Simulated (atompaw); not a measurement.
Before and after: PAW (atompaw) potential for tellurium

```
Element                 : Te
Generator               : atompaw 4.2.0.5
Type                    : PAW
Functional              : LDA (PW92)
Relativity              : scalar-relativistic
Frozen core             : [Kr]
Valence charge          : 16
Reference configuration : 4d10 5s1 5p5
Partial waves           : 5s (bound): rc 2.00 bohr; 5s channel at 0.2 Ry: rc 2.00 bohr; 5p (bound): rc 1.90 bohr; 5p channel at 1.35 Ry: rc 2.00 bohr; 4d (bound): rc 1.80 bohr; 4d channel at 0.15 Ry: rc 1.80 bohr
Local potential         : bessel scheme, radius 1.80 bohr
Core correction         : smooth core density matched at 1.35 bohr
Augmentation charge     : sinc compensation charge, radius 1.75 bohr; PAW radius 2.00 bohr; waves and projectors: custom polynom vanderbiltortho
```

All-electron outer shells of the reference configuration (LDA (PW92), scalar-relativistic, ld1.x):

```csv
shell,level (eV),outermost node (bohr),outermost maximum (bohr)
4s,-165.39,0.38,0.70
4p,-115.58,0.38,0.74
4d,-43.03,0.36,0.81
5s,-16.12,0.91,1.77
5p,-6.65,1.00,2.14
```

Change: local potential bessel scheme, radius 1.60 bohr.

Cutoffs: the cutoffs (Ry, on a coarse ladder) from which the occupation-weighted sum of valence levels, in a spherical-Bessel basis at the reference potential, stays within 10 and 1 mRy of its value at 400 Ry; they do not see the model core or the augmentation charge, which bear on the density cutoff.

What does the change do?

The potential gets neither clearly harder nor softer (50 Ry and 80 Ry → 50 Ry and 80 Ry); the d channel sets the loose cutoff, while the largest relative change is in p, which becomes harder; the range in which the d phases agree widens (upper end 2.1 → at the end of the scan); neither file shows a bound ghost.

| quantity | base | changed |
| --- | --- | --- |
| cutoff, loose | 50 Ry | 50 Ry |
| cutoff, tight | 80 Ry | 80 Ry |
| loose cutoff by channel (10 mRy a level) | s 10 Ry, p 12 Ry, d 30 Ry | s 8 Ry, p 15 Ry, d 30 Ry |
| bound ghosts | none | none |
| s: phases at 2.02 bohr within 0.05 rad from the reference energy up to (Ry; the scan ends near 5) | 4.4 | to the end of the scan |
| p: phases at 2.02 bohr within 0.05 rad from the reference energy up to (Ry; the scan ends near 5) | to the end of the scan | to the end of the scan |
| d: phases at 2.02 bohr within 0.05 rad from the reference energy up to (Ry; the scan ends near 5) | 2.1 | to the end of the scan |
| lowest overlap eigenvalue by channel | s 0.19, p 0.23, d 0.88 | s 0.11, p 0.26, d 0.93 |

 The cutoffs see the waves, projectors and local potential, not the compensation charge or the core.
